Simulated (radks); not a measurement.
The numbers below are computed, except where a source is named.
Effect of the nuclear size on the niobium ion Nb3+, [Kr] 4d2. Level of theory: Dirac Kohn-Sham, relativistic LDA (MacDonald-Vosko exchange, VWN5 correlation), spin-unpolarised, spherical densities, finite nucleus; open shells are shared between the two j in proportion to 2j + 1; Fermi nuclear charge, rms radius 4.324 fm (a radial shooting solver on a logarithmic mesh with Libxc functionals). The rms radius is varied about that value; shifts are against it.

rms radius (fm),total energy shift (eV),density at nucleus (e/bohr^3),1s1/2 shift (meV),2s1/2 shift (meV),4s1/2 shift (meV),5s1/2 (empty) shift (meV)
3.5068,-0.431,8.341e+04,-181,-19.3,-0.548,-0.102
3.9694,-0.197,8.235e+04,-82.9,-8.80,-0.250,-0.047
4.324,0,8.162e+04,0.000,0.000,0.000,0.000
4.4926,0.0990,8.13e+04,41.7,4.42,0.126,0.023
4.7607,0.263,8.082e+04,111,11.8,0.334,0.063

Slopes of the eigenvalues against <r^2> in GHz/fm^2, as finite differences over the two radii next to the reference (eigenvalue slopes, not the field-shift constants of lines): 1s1/2 6800, 2s1/2 722, 4s1/2 20.5, 5s1/2 (empty) 3.84.
